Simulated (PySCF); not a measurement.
Excitations are Tamm–Dancoff values on a coarser integration grid. The basis has no diffuse functions, so Rydberg states are missing or too high.

# AlI$_{3}$, SMILES `[I][Al]([I])[I]` (charge 0, multiplicity 1)

All values below come from ωB97X-D3(BJ)/def2-TZVP // B3LYP-D3(BJ)/def2-TZVP run with PySCF.

```
Property                                        Value
----------------------  -----------------------------
HOMO                                        -10.00 eV
dipole moment                                  0.00 D
LUMO                                         -0.09 eV
HOMO–LUMO gap                                 9.91 eV
S1 excitation (TDA)                           5.23 eV
S1 oscillator strength                          0.000
T1 excitation (TDA)                           4.91 eV
S1–T1 gap (TDA)                               0.32 eV
total energy                             -30913.47 eV
cost                    around 4 core-minutes (rough)
```

```xyz
4

I     -2.0156    -1.4138    -0.0798
Al     0.0000     0.0000     0.0001
I     -0.2156     2.4538    -0.0092
I      2.2312    -1.0399     0.0889
```
Charge 0, spin multiplicity 1.
